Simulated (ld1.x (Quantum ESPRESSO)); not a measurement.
# u(r) = r·R(r): atom against pseudo-atom (Li (Z = 3))

Columns: radius, all-electron u(r) and pseudo u(r) of the 2p shell (level -1.06 eV) of lithium in the configuration [He] 2s1 2p0; PBEsol, scalar-relativistic, TM scheme, ld1.x (Quantum ESPRESSO) 7.5.

```csv
r (bohr),all-electron,pseudo
0.210,0.0150,0.0061
0.420,0.0467,0.0238
0.630,0.0844,0.0520
0.840,0.1234,0.0884
1.050,0.1616,0.1305
1.260,0.1979,0.1753
1.470,0.2320,0.2200
1.680,0.2637,0.2619
1.890,0.2938,0.2994
2.100,0.3218,0.3313
2.310,0.3469,0.3576
2.520,0.3689,0.3785
2.730,0.3875,0.3950
2.940,0.4029,0.4078
3.150,0.4150,0.4177
3.360,0.4240,0.4252
3.570,0.4301,0.4304
3.780,0.4333,0.4333
3.990,0.4339,0.4339
4.200,0.4320,0.4320
4.410,0.4281,0.4281
4.620,0.4222,0.4222
4.830,0.4147,0.4147
5.040,0.4058,0.4058
5.250,0.3957,0.3957
5.460,0.3848,0.3848
```

(1) How many radial nodes do the two functions have?

(2) At about which radius was the pseudo-wave matched?

(3) Is the pseudo-wave norm-conserving?

## Answers

(1) The all-electron 2p function has n − l − 1 = 0; the pseudo-wave has 0.

(2) 4.20 bohr. The columns agree to 0.0005 from 3.57 bohr on; several derivatives are matched, so the curves merge somewhat inside the radius.

(3) Yes: the TM scheme keeps the norm inside the radius equal to the all-electron one, which fixes the energy derivative of the logarithmic derivative at the level.
